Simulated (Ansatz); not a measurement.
Steps of a relaxation of FGaH₂ (`[F][GaH2]`) with RKS PBE0-D4/def2-TZVP.

```sh
$ ansatz run in.yaml --threads 2 --pin off --events-out ev --progress --plain --max-ram 32768MiB --backend cpu
```

```yaml
crystal:
  periodic: [false, false, false]
  atoms:
    - {symbol: F, position_ang: [-0.557732, -0.502587, 1.458668]}
    - {symbol: Ga, position_ang: [0.058919, 0.023340, -0.120436]}
    - {symbol: H, position_ang: [-0.894297, -0.333232, -1.317455]}
    - {symbol: H, position_ang: [1.448610, 0.752080, -0.040977]}
basis:
  gaussian: {orbitals: def2-TZVP}
hamiltonian: {xc: pbe0, dispersion: d4}
relax: {f_tol: 0.005, max_steps: 150}
```

Positions (Å) and forces (eV/Å) along the path, 4 of 4 steps:

```xyz
4
step=1 energy=-55119.8267 eV
F    -0.558   -0.503    1.459    0.136    0.116   -0.349
Ga    0.059    0.023   -0.120   -0.076   -0.065    0.195
H    -0.894   -0.333   -1.317    0.151    0.058    0.176
H     1.449    0.752   -0.041   -0.211   -0.109   -0.022
4
step=2 energy=-55119.8329 eV
F    -0.555   -0.501    1.452    0.067    0.057   -0.171
Ga    0.059    0.023   -0.119   -0.059   -0.050    0.152
H    -0.883   -0.329   -1.308    0.018    0.007    0.021
H     1.436    0.746   -0.045   -0.025   -0.013   -0.002
4
step=3 energy=-55119.8337 eV
F    -0.553   -0.499    1.447    0.003    0.002   -0.007
Ga    0.058    0.022   -0.118   -0.006   -0.006    0.017
H    -0.882   -0.328   -1.306   -0.001    0.001   -0.006
H     1.433    0.744   -0.044    0.004    0.003   -0.004
4
step=4 energy=-55119.8337 eV
F    -0.554   -0.499    1.448    0.000    0.000    0.000
Ga    0.058    0.022   -0.117   -0.001   -0.001    0.003
H    -0.882   -0.328   -1.306    0.000    0.000   -0.002
H     1.433    0.744   -0.045    0.001    0.001   -0.001
```

Hardware: 2 threads of a server CPU on a shared host. Wall time 9.5 s, peak host memory 0.38 GiB.
